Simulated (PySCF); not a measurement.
Electron correlation in N⁺ (nitrogen, charge +1)

[He] 2s1 2p3, high-spin 5S determinant (an excited configuration). Computed with PySCF 2.14 in aug-cc-pCVTZ-DK, with the spin-free X2C one-electron Hamiltonian (Gaussian nucleus). Frozen: nothing; 6 electrons correlated.

MP2 pair energies summed by pair of shells (mhartree):

```json
{"pair": "1s-1s", "energy": "-36.50", "share (%)": "47.3"}
{"pair": "2p-2p", "energy": "-22.57", "share (%)": "29.3"}
{"pair": "1s-2p", "energy": "-9.72", "share (%)": "12.6"}
{"pair": "2s-2p", "energy": "-5.82", "share (%)": "7.5"}
{"pair": "1s-2s", "energy": "-2.56", "share (%)": "3.3"}
```

Total MP2 correlation energy: -77.17 mhartree.

Same-spin part -32.76 and opposite-spin part -44.41 mhartree; SCS-MP2 scales them by 1/3 and 6/5 to -64.21 mhartree.
